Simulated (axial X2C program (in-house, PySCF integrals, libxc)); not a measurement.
## Outer orbitals of TiGe at 2.475 Å, PBE0

Calculated with an in-house all-electron X2C program for linear molecules (integrals from PySCF). Spin-free means the one-electron spin-free X2C Hamiltonian; two-component (2c) means X2C with spin–orbit coupling and atomic mean-field two-electron Coulomb and Gaunt terms, so the difference of the two also holds small scalar two-electron terms. Basis: Ge dyall-cv3z [9s9p7d4f1g], Ti dyall-cv3z [10s10p6d4f2g] (cores contracted in-house); Gaussian nuclei, density fitting, unrestricted open shells. Masses: Ge 73.921 u, Ti 47.948 u.

The distance is close to the 2c PBE0 minimum; the highest filled and lowest empty levels are listed.

Spin-free orbitals, state M_S = 2, Λ = 2 (beyond evenly filled blocks: σα, π+α, π-α, δ+α) (Löwdin shares):

```tsv
symmetry	occupied	ε (eV)	atomic character
δ-α	yes	-31.86	100% Ge d
δ+α	yes	-31.86	100% Ge d
π-α	yes	-31.73	100% Ge d
π+α	yes	-31.73	100% Ge d
δ-β	yes	-31.73	100% Ge d
δ+β	yes	-31.73	100% Ge d
σα	yes	-31.70	100% Ge d
π+β	yes	-31.66	100% Ge d
π-β	yes	-31.66	100% Ge d
σβ	yes	-31.65	100% Ge d
σα	yes	-13.04	65% Ge s, 12% Ti p, 10% Ti d
σβ	yes	-11.59	67% Ge s, 11% Ti p, 10% Ti d
σα	yes	-5.93	59% Ti d, 32% Ge p, 4% Ge s
δ+α	yes	-5.78	100% Ti d
σα	yes	-5.42	51% Ti s, 22% Ge p, 22% Ti d
π+α	yes	-5.35	51% Ge p, 36% Ti d, 9% Ti p
π-α	yes	-5.29	53% Ge p, 32% Ti d, 10% Ti p
σβ	yes	-4.81	56% Ge p, 30% Ti s, 7% Ti d
π-β	no	-2.16	57% Ge p, 28% Ti d, 12% Ti p
π+β	no	-2.16	57% Ge p, 28% Ti d, 12% Ti p
σβ	no	-2.03	42% Ti s, 29% Ti p, 19% Ge p
δ-α	no	-2.00	99% Ti d
```

Spinors with spin–orbit coupling (state Ω = 4):

| ω | occupied | ε (eV) | atomic character | λ mixture |
| --- | --- | --- | --- | --- |
| -3/2 | yes | -32.17 | 100% Ge d | 88% δ, 12% π |
| 3/2 | yes | -32.07 | 100% Ge d | 80% δ, 20% π |
| -1/2 | yes | -32.04 | 100% Ge d | 67% π, 33% σ |
| 1/2 | yes | -32.01 | 100% Ge d | 57% π, 43% σ |
| 5/2 | yes | -31.65 | 100% Ge d | 100% δ |
| 3/2 | yes | -31.52 | 100% Ge d | 80% π, 20% δ |
| -5/2 | yes | -31.52 | 100% Ge d | 100% δ |
| -3/2 | yes | -31.48 | 100% Ge d | 88% π, 12% δ |
| 1/2 | yes | -31.47 | 100% Ge d | 57% σ, 43% π |
| -1/2 | yes | -31.47 | 100% Ge d | 67% σ, 33% π |
| 1/2 | yes | -13.03 | 65% Ge s, 12% Ti p, 10% Ti d | 100% σ |
| -1/2 | yes | -11.59 | 67% Ge s, 11% Ti p, 10% Ti d | 100% σ |
| 1/2 | yes | -5.93 | 59% Ti d, 32% Ge p, 4% Ge s | 100% σ |
| 5/2 | yes | -5.76 | 100% Ti d | 100% δ |
| 1/2 | yes | -5.42 | 51% Ti s, 23% Ti d, 22% Ge p | 100% σ |
| -1/2 | yes | -5.34 | 55% Ge p, 31% Ti d, 10% Ti p | 99% π, 1% σ |
| 3/2 | yes | -5.31 | 49% Ge p, 37% Ti d, 9% Ti p | 100% π |
| -1/2 | yes | -4.80 | 56% Ge p, 30% Ti s, 7% Ti d | 99% σ, 1% π |
| 1/2 | no | -2.21 | 57% Ge p, 27% Ti d, 12% Ti p | 98% π, 2% σ |
| -3/2 | no | -2.12 | 56% Ge p, 28% Ti d, 12% Ti p | 100% π |
| -1/2 | no | -2.02 | 42% Ti s, 29% Ti p, 18% Ge p | 100% σ |
| -3/2 | no | -2.01 | 99% Ti d | 100% δ |

(1) How does the gap between the highest filled and lowest empty level change from the spin-free to the 2c table?

Mulliken charges and populations of the two-component result (they depend on the basis, above all on diffuse functions):

Ge -0.21 e (s 7.91 p 14.26 d 10.03), Ti 0.21 e (s 7.03 p 12.22 d 2.53 f 0.01). ⟨Lz⟩ = 2.00 ħ and ⟨Sz⟩ = 2.00 ħ (0.60 and 1.40 on the two atoms), which add up to Ω.

One determinant describes the state; a PBE0 search over occupations chose it and may have missed a lower one. Density functionals use the spin component along the axis (collinear). PBE0 can misorder states that lie within some tenths of an eV, so this need not be the ground state of the molecule. The nearest other spin-free determinant of the search, M_S = 1, Λ = 4, lies 0.65 eV up at the distance of the search. The functionals have no current-density term, which raises determinants with orbital currents, atoms included. With several unpaired electrons one determinant need not be a pure state. Open-shell Ω = 0 determinants with evenly filled partner blocks cannot be reached by this program, so the Ω shown need not be the lowest component.

## Answers

(1) From 2.65 to 2.59 eV at PBE0, a change of -0.06 eV.
